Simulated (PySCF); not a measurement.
Compound: monobromomethylene, CHBr (singlet state).
SMILES: `[CH]Br`

Theory: PySCF, TDDFT CAM-B3LYP/def2-SVPD, vertical, gas phase, core orbitals frozen in the response. Isolated species at its PBE0-D3(BJ)/def2-SVP geometry, gas phase. The CAM-B3LYP/def2-SVPD calculation is non-relativistic and has no spin–orbit coupling, an omission that weighs most on bromine.

Broadening: Gaussians 0.3 eV wide at half height, area fixed by f = 4.319×10⁻⁹ ∫ε dν̃. The cross-section is σ = 3.8235×10⁻²¹ ε cm², given in Mb (10⁻¹⁸ cm²). The width is an assumption, not a result. The curve ends short of the highest state used, and states not computed would add to its high-energy end.

```json
{"E (eV)": "1.15", "σ (Mb)": "0.00"}
{"E (eV)": "1.26", "σ (Mb)": "0.02"}
{"E (eV)": "1.37", "σ (Mb)": "0.12"}
{"E (eV)": "1.49", "σ (Mb)": "0.39"}
{"E (eV)": "1.60", "σ (Mb)": "0.55"}
{"E (eV)": "1.71", "σ (Mb)": "0.37"}
{"E (eV)": "1.83", "σ (Mb)": "0.10"}
{"E (eV)": "1.94", "σ (Mb)": "0.01"}
{"E (eV)": "2.06", "σ (Mb)": "0.00"}
{"E (eV)": "2.17", "σ (Mb)": "0.00"}
{"E (eV)": "2.28", "σ (Mb)": "0.00"}
{"E (eV)": "2.40", "σ (Mb)": "0.00"}
{"E (eV)": "2.51", "σ (Mb)": "0.00"}
{"E (eV)": "2.62", "σ (Mb)": "0.00"}
{"E (eV)": "2.74", "σ (Mb)": "0.00"}
{"E (eV)": "2.85", "σ (Mb)": "0.00"}
{"E (eV)": "2.97", "σ (Mb)": "0.00"}
{"E (eV)": "3.08", "σ (Mb)": "0.00"}
{"E (eV)": "3.19", "σ (Mb)": "0.00"}
{"E (eV)": "3.31", "σ (Mb)": "0.00"}
{"E (eV)": "3.42", "σ (Mb)": "0.00"}
{"E (eV)": "3.53", "σ (Mb)": "0.00"}
{"E (eV)": "3.65", "σ (Mb)": "0.00"}
{"E (eV)": "3.76", "σ (Mb)": "0.00"}
{"E (eV)": "3.88", "σ (Mb)": "0.00"}
{"E (eV)": "3.99", "σ (Mb)": "0.00"}
{"E (eV)": "4.10", "σ (Mb)": "0.00"}
{"E (eV)": "4.22", "σ (Mb)": "0.01"}
{"E (eV)": "4.33", "σ (Mb)": "0.05"}
{"E (eV)": "4.44", "σ (Mb)": "0.23"}
{"E (eV)": "4.56", "σ (Mb)": "0.51"}
{"E (eV)": "4.67", "σ (Mb)": "0.47"}
{"E (eV)": "4.79", "σ (Mb)": "0.19"}
{"E (eV)": "4.90", "σ (Mb)": "0.04"}
{"E (eV)": "5.01", "σ (Mb)": "0.10"}
{"E (eV)": "5.13", "σ (Mb)": "0.64"}
{"E (eV)": "5.24", "σ (Mb)": "1.65"}
{"E (eV)": "5.35", "σ (Mb)": "2.02"}
{"E (eV)": "5.47", "σ (Mb)": "1.08"}
{"E (eV)": "5.58", "σ (Mb)": "0.41"}
{"E (eV)": "5.70", "σ (Mb)": "2.04"}
{"E (eV)": "5.81", "σ (Mb)": "11.43"}
{"E (eV)": "5.92", "σ (Mb)": "30.74"}
{"E (eV)": "6.04", "σ (Mb)": "38.65"}
```

(1) Locate the maxima and give the states behind the curve.

(2) On this curve, what absorbance would a 10⁻⁴ mol/L sample give at 266 nm over a 1 cm path?

(3) Does any computed singlet lie in the visible range?

(4) Coming from long wavelengths, where does ε first pass 100 L mol⁻¹ cm⁻¹?

Answers

(1) 777 nm (1.60 eV), ε about 140, made up of S1 (100%); 269 nm (4.60 eV), ε about 140, made up of S2 (100%); 233 nm (5.33 eV), ε about 540, made up of S3 (100%); 206 nm (6.01 eV), ε about 10000, made up of S4 (100%) (ε in L mol⁻¹ cm⁻¹; maxima over ε = 5, shares over 10%). The states used: S1 1.60 eV (f 0.0016); S2 4.60 eV (f 0.0016); S3 5.33 eV (f 0.0060); S4 6.01 eV (f 0.115); S5 6.45 eV (f 0.0002); S6 6.64 eV (f 0.022).

(2) 266 nm is 4.661 eV, where ε is about 130 L mol⁻¹ cm⁻¹, so A = ε c l ≈ 0.013 (Beer–Lambert, with the gas-phase spectrum and the assumed width).

(3) No computed singlet lies between 380 and 750 nm, and the lowest lies beyond, at 777 nm.

(4) At about 833 nm (1.49 eV), 0.11 eV below S1.
